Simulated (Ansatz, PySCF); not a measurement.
Cl2H2S2Zr, multiplicity 1. Atoms are numbered in the order given.

```xyz
7

Zr     0.0531    -0.0096     0.0188
Cl     1.4052     0.9677    -1.6296
Cl     1.1319    -0.1599     2.0909
S     -0.7325    -2.1882    -0.6789
H     -0.7806    -1.7374    -1.9593
S     -1.9694     1.3111     0.2314
H     -1.2446     2.4215     0.5256
```
Charge 0, spin multiplicity 1.

The structure is a stationary point at r2SCAN-D4/def2-SVP. The spin state was assumed, not searched. The def2 effective core potentials stand for the cores of Zr; spin–orbit coupling is left out. Other conformers were not sampled.

Vertical ionisation energy (IE) and electron affinity (EA) in eV. Rows of orbital energies are one-electron estimates. Where ΔSCF, EOM or ADC give a negative EA the extra electron is unbound and the value depends on the basis.

```
level                                                                        IE    EA
------------------------------------------------------------------------  -----  ----
−ε(HOMO), −ε(LUMO), ωB97X/def2-TZVP (PySCF)                                 [?]   [?]
−ε(HOMO), −ε(LUMO), PBE/def2-TZVP (PySCF)                                  6.91  3.42
ΔSCF, CAM-B3LYP/def2-SVPD (Ansatz), final states of multiplicity 2 and 2  10.16  1.33
ΔSCF, PBE/def2-SVPD (Ansatz), final states of multiplicity 2 and 2         9.62  1.00
```

Complete the blanks. (Estimate from the structure and the level; the computed values follow.)


- −ε(HOMO), −ε(LUMO), ωB97X/def2-TZVP (PySCF), IE: 10.47
- −ε(HOMO), −ε(LUMO), ωB97X/def2-TZVP (PySCF), EA: 0.62

What vertical singlet–triplet gap does ΔSCF give with CAM-B3LYP/def2-SVPD (Ansatz, a first-principles code) and with PBE/def2-SVPD (Ansatz)? (Estimate from the structure and the level; the computed values follow.)

4.03 and 3.74 eV (triplet above singlet where positive).
